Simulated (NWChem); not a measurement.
System: CH5NOSi2; SMILES C1=N[SiH2][SiH2]O1

The following NWChem deck was run.

```
start job
memory heap 200 mb stack 900 mb global 1100 mb
geometry units angstroms noautosym nocenter noautoz
  C      1.601812    -0.054983     0.000000
  N      1.044057    -1.194200     0.000000
  Si    -0.720548    -1.194637     0.000000
  Si    -0.738477     1.151115     0.000000
  O      0.995682     1.149387     0.000000
  H      2.698389     0.059895     0.000000
  H     -1.269973    -1.859517     1.216425
  H     -1.269973    -1.859517    -1.216425
  H     -1.181553     1.886865    -1.217927
  H     -1.181553     1.886865     1.217927
end
basis spherical
  * library def2-svp
end
dft
  xc pbe0
  iterations 150
end
cosmo
  do_cosmo_smd true
  solvent water
end
task dft energy
```

Parts of the log:

```
             Northwest Computational Chemistry Package (NWChem) 7.3.0
             --------------------------------------------------------

                             Geometry "geometry" -> ""
                             -------------------------

 Output coordinates in angstroms (scale by  1.889725989 to convert to a.u.)

  No.       Tag          Charge          X              Y              Z
 ---- ---------------- ---------- -------------- -------------- --------------
    1 C                    6.0000     1.60181200    -0.05498300     0.00000000
    2 N                    7.0000     1.04405700    -1.19420000     0.00000000
    3 Si                  14.0000    -0.72054800    -1.19463700     0.00000000
    4 Si                  14.0000    -0.73847700     1.15111500     0.00000000
    5 O                    8.0000     0.99568200     1.14938700     0.00000000
    6 H                    1.0000     2.69838900     0.05989500     0.00000000
    7 H                    1.0000    -1.26997300    -1.85951700     1.21642500
    8 H                    1.0000    -1.26997300    -1.85951700    -1.21642500
    9 H                    1.0000    -1.18155300     1.88686500    -1.21792700
   10 H                    1.0000    -1.18155300     1.88686500     1.21792700

 Effective nuclear repulsion energy (a.u.)     283.4550696481

                                 NWChem DFT Module
                                 -----------------

 Summary of "ao basis" -> "ao basis" (spherical)
 ------------------------------------------------------------------------------
       Tag                 Description            Shells   Functions and Types
 ---------------- ------------------------------  ------  ---------------------
 C                          def2-svp                 6       14   3s2p1d
 N                          def2-svp                 6       14   3s2p1d
 Si                         def2-svp                 8       18   4s3p1d
 O                          def2-svp                 6       14   3s2p1d
 H                          def2-svp                 3        5   2s1p

 in cosmo_initialize ...
 calling solv_data for solv:h2o

 solvent parameters
 solvname_short: h2o
 solvname_long:  water
 dielec:       78.4000
 dielecinf:     1.7769
 aqueous SMD model solvent descriptors
 dielec:       78.4000
 sola:          0.8200

          ---------------
          -cosmo- solvent
          ---------------
 Cosmo: York-Karplus, doi: 10.1021/jp992097l
 dielectric constant -eps-     =  78.40
 screen = (eps-1)/(eps    )    =   0.98724
 surface charge correction     = lagrangian

   van der Waals surface
 --------------------------

 ---------- ATOMIC COORDINATES (A.U.) ------------ VDWR(ANG.) --
     1    3.02698577   -0.10390280    0.00000000     1.850
     2    1.97298165   -2.25671078    0.00000000     1.890
     3   -1.36163828   -2.25753659    0.00000000     2.470
     4   -1.39551918    2.17529193    0.00000000     2.470
     5    1.88156615    2.17202648    0.00000000     1.520
     6    5.09921582    0.11318514    0.00000000     1.200
     7   -2.39990098   -3.51397760    2.29870994     1.200
     8   -2.39990098   -3.51397760   -2.29870994     1.200
     9   -2.23281141    3.56565783   -2.30154830     1.200
    10   -2.23281141    3.56565783    2.30154830     1.200
 number of segments per atom =        128
 number of   points per atom =        128
 atom (   nspa,  nppa )
 ----------------------
    1 (     42,     0 )       0
    2 (     50,     0 )       0
    3 (     78,     0 )       0
    4 (     78,     0 )       0
    5 (     32,     0 )       0
    6 (     56,     0 )       0
    7 (     33,     0 )       0
    8 (     33,     0 )       0
    9 (     32,     0 )       0
   10 (     32,     0 )       0
 number of -cosmo- surface points =      466
 molecular surface =    128.757 angstrom**2
 molecular volume  =    128.376 angstrom**3
 -lineq- algorithm             =   0
 -bem- low  level              =   3
 -bem- from -octahedral-
 gaussian surface charge width =   4.50000
 degree of switching           =   1.00000
 switching function tolerance  =   0.00010
 atomic radii =
 --------------
    1  6.000  1.850
    2  7.000  1.890
    3 14.000  2.470
    4 14.000  2.470
    5  8.000  1.520
    6  1.000  1.200
    7  1.000  1.200
    8  1.000  1.200
    9  1.000  1.200
   10  1.000  1.200
 ...... end of -cosmo- initialization ......

 nat:                    10
 ixmem:                  5529
 calling mnsol_interface()
 G(SMD-CDS) energy (kcal/mol)  =     3.403
 SMD-CDS SASA (angstrom**2)    =   152.657

            General Information
            -------------------
          SCF calculation type: DFT
          Wavefunction type:  closed shell.
          No. of atoms     :    10
          No. of electrons :    54
           Alpha electrons :    27
            Beta electrons :    27
          Charge           :     0
          Spin multiplicity:     1
          Use of symmetry is: off; symmetry adaption is: off
          Maximum number of iterations: 150
          AO basis - number of functions:   103
                     number of shells:    49
          Convergence on energy requested:  1.00D-06
          Convergence on density requested:  1.00D-05
          Convergence on gradient requested:  5.00D-04

              XC Information
              --------------
                         PBE0 Method XC Functional
                     Hartree-Fock (Exact) Exchange  0.250
          PerdewBurkeErnzerhof Exchange Functional  0.750
            Perdew 1991 LDA Correlation Functional  1.000 local
           PerdewBurkeErnz. Correlation Functional  1.000 non-local

             Grid Information
             ----------------
          Grid used for XC integration:  medium
          Radial quadrature: Mura-Knowles
          Angular quadrature: Lebedev.
          Tag              B.-S. Rad. Rad. Pts. Rad. Cut. Ang. Pts.
          ---              ---------- --------- --------- ---------
          C                   0.70       49          10.0       434
          N                   0.65       49          11.0       434
          Si                  1.10       88          10.0       590
          O                   0.60       49          11.0       434
          H                   0.35       45          12.0       434
          Grid pruning is: on
          Number of quadrature shells:   548
          Spatial weights used:  Erf1

      Superposition of Atomic Density Guess
      -------------------------------------

 Sum of atomic energies:        -746.53362971

      Non-variational initial energy
      ------------------------------

 Total energy =    -748.781888
 1-e energy   =   -1594.980177
 2-e energy   =     562.743219
 HOMO         =      -0.288215
 LUMO         =       0.020932

   convergence    iter        energy       DeltaE   RMS-Dens  Diis-err
 ---------------- ----- ----------------- --------- --------- ---------
     COSMO gas phase
 d= 0,ls=0.0,diis     1   -749.2555361538 -1.03D+03  1.34D-02  8.19D-01
 d= 0,ls=0.0,diis     2   -749.1734186262  8.21D-02  8.30D-03  1.66D+00
 d= 0,ls=0.0,diis     3   -749.3505433483 -1.77D-01  2.45D-03  6.69D-02
 d= 0,ls=0.0,diis     4   -749.3546677819 -4.12D-03  1.07D-03  3.64D-02
 d= 0,ls=0.0,diis     5   -749.3583094203 -3.64D-03  2.09D-04  5.79D-04
  Resetting Diis
 d= 0,ls=0.0,diis     6   -749.3583747166 -6.53D-05  4.91D-05  1.77D-05
 d= 0,ls=0.0,diis     7   -749.3583774333 -2.72D-06  2.15D-05  1.25D-06
 d= 0,ls=0.0,diis     8   -749.3583773488  8.45D-08  1.15D-05  2.12D-06
 d= 0,ls=0.0,diis     9   -749.3583776353 -2.87D-07  1.76D-06  5.59D-08

   convergence    iter        energy       DeltaE   RMS-Dens  Diis-err
 ---------------- ----- ----------------- --------- --------- ---------
     COSMO solvation phase
 d= 0,ls=0.0,diis     1   -749.3592752789 -8.98D-04  1.48D-03  2.65D-03
 d= 0,ls=0.0,diis     2   -749.3598512499 -5.76D-04  3.99D-04  2.24D-03
 d= 0,ls=0.0,diis     3   -749.3600654112 -2.14D-04  1.57D-04  4.38D-04
 d= 0,ls=0.0,diis     4   -749.3601090877 -4.37D-05  5.84D-05  6.39D-05
 d= 0,ls=0.0,diis     5   -749.3601151446 -6.06D-06  1.85D-05  7.91D-06
 d= 0,ls=0.0,diis     6   -749.3601158750 -7.30D-07  4.57D-06  2.82D-07

         Total DFT energy =     -749.360115875036
      One electron energy =    -1598.347568998412
           Coulomb energy =      629.569813933091
    Exchange-Corr. energy =      -64.204543011325
 Nuclear repulsion energy =      283.455069648112

             COSMO energy =        0.167112553497

 Numeric. integr. density =       54.000013146602

                                COSMO-SMD solvation results
                                ---------------------------

             internal energy in gas <Psi(g)|H|Psi(g)> =      -749.358377635349
         internal energy in solvent <Psi(s)|H|Psi(s)> =      -749.357379303560
                               delta internal energy  =         0.000998331789 (    0.63 kcal/mol)
   total free energy in solvent <Psi(s)|H+V/2|Psi(s)> =      -749.365539519928
 polarization energy contribution <Psi(s)|V/2|Psi(s)> =        -0.008160216367 (   -5.12 kcal/mol)
    total free energy in solvent including G(SMD-CDS) =      -749.360115875036
                       G(SMD-CDS) energy contribution =         0.005423644891 (    3.40 kcal/mol)
     1 M fixed-concentration free energy of solvation =        -0.001738239688 (   -1.09 kcal/mol)

                       DFT Final Molecular Orbital Analysis
                       ------------------------------------

 Vector   25  Occ=2.000000D+00  E=-3.267906D-01
              MO Center=  1.4D-01, -2.7D-01,  7.6D-10, r^2= 3.7D+00
   Bfn.  Coefficient  Atom+Function         Bfn.  Coefficient  Atom+Function
  ----- ------------  ---------------      ----- ------------  ---------------
    69      0.288050   5 O  py               37      0.243752   3 Si py
    19     -0.227655   2 N  py               72      0.218722   5 O  py
    40      0.199054   3 Si py               22      0.195724   2 N  py
    55     -0.178904   4 Si py               68      0.173417   5 O  px
    18      0.163254   2 N  px               31      0.155361   3 Si s

 Vector   26  Occ=2.000000D+00  E=-3.011141D-01
              MO Center=  4.8D-01, -2.5D-01, -7.4D-10, r^2= 3.8D+00
   Bfn.  Coefficient  Atom+Function         Bfn.  Coefficient  Atom+Function
  ----- ------------  ---------------      ----- ------------  ---------------
    20      0.373069   2 N  pz               70      0.359003   5 O  pz
    73      0.293624   5 O  pz               23     -0.291330   2 N  pz
     6     -0.185949   1 C  pz               84      0.150527   7 H  s
    89     -0.150527   8 H  s                85      0.134331   7 H  s
    90     -0.134331   8 H  s                94      0.121021   9 H  s

 Vector   27  Occ=2.000000D+00  E=-2.726453D-01
              MO Center=  3.1D-01, -5.1D-01,  1.2D-09, r^2= 3.6D+00
   Bfn.  Coefficient  Atom+Function         Bfn.  Coefficient  Atom+Function
  ----- ------------  ---------------      ----- ------------  ---------------
    18      0.315754   2 N  px               19     -0.272872   2 N  py
    21     -0.235061   2 N  px               22      0.233019   2 N  py
    55      0.224278   4 Si py               58      0.200500   4 Si py
    37     -0.157228   3 Si py               17     -0.149139   2 N  s
    32     -0.146704   3 Si s                36      0.133776   3 Si px

 Vector   28  Occ=0.000000D+00  E=-1.653441D-02
              MO Center=  4.9D-01, -2.7D-01, -1.7D-09, r^2= 4.1D+00
   Bfn.  Coefficient  Atom+Function         Bfn.  Coefficient  Atom+Function
  ----- ------------  ---------------      ----- ------------  ---------------
    41      0.559558   3 Si pz                9     -0.475560   1 C  pz
     6     -0.461738   1 C  pz               85     -0.447133   7 H  s
    90      0.447133   8 H  s                59      0.415661   4 Si pz
    95      0.342369   9 H  s               100     -0.342369  10 H  s
    23      0.264312   2 N  pz               20     -0.222019   2 N  pz

 Vector   29  Occ=0.000000D+00  E=-2.938897D-03
              MO Center= -8.8D-01,  4.8D-01,  1.3D-09, r^2= 4.1D+00
   Bfn.  Coefficient  Atom+Function         Bfn.  Coefficient  Atom+Function
  ----- ------------  ---------------      ----- ------------  ---------------
    57      0.863908   4 Si px               39      0.549610   3 Si px
    67     -0.354874   5 O  s                17     -0.299777   2 N  s
    95      0.288837   9 H  s               100      0.288837  10 H  s
    40      0.253786   3 Si py               50     -0.246025   4 Si s
    21      0.238888   2 N  px               71      0.216225   5 O  px

 Vector   30  Occ=0.000000D+00  E= 2.619450D-02
              MO Center= -9.6D-01, -4.5D-01, -4.4D-10, r^2= 4.8D+00
   Bfn.  Coefficient  Atom+Function         Bfn.  Coefficient  Atom+Function
  ----- ------------  ---------------      ----- ------------  ---------------
    58      0.810009   4 Si py               39     -0.781953   3 Si px
    40      0.781690   3 Si py               50     -0.775346   4 Si s
    32      0.747904   3 Si s                17      0.372976   2 N  s
    57      0.345507   4 Si px               49     -0.268184   4 Si s
    85     -0.265854   7 H  s                90     -0.265854   8 H  s

     Multipole analysis of the density
     ---------------------------------

     L   x y z        total         alpha         beta         nuclear
     -   - - -        -----         -----         ----         -------
     0   0 0 0     -0.000000    -27.000000    -27.000000     54.000000

     1   1 0 0     -0.686142     -2.472522     -2.472522      4.258902
     1   0 1 0      0.464204      0.221632      0.221632      0.020940
     1   0 0 1     -0.000000     -0.000000     -0.000000      0.000000

     2   2 0 0    -30.765432   -121.012808   -121.012808    211.260184
     2   1 1 0      0.964539     -0.366209     -0.366209      1.696958
     2   1 0 1     -0.000000     -0.000000     -0.000000      0.000000
     2   0 2 0    -36.791207   -148.990314   -148.990314    261.189421
     2   0 1 1     -0.000000     -0.000000     -0.000000      0.000000
     2   0 0 2    -33.489715    -27.326049    -27.326049     21.162384
```

Level: PBE0/def2-SVP, SMD on the gas-phase geometry. Structure relaxed at the PBE0/def2-SVP level. Solvent: water.
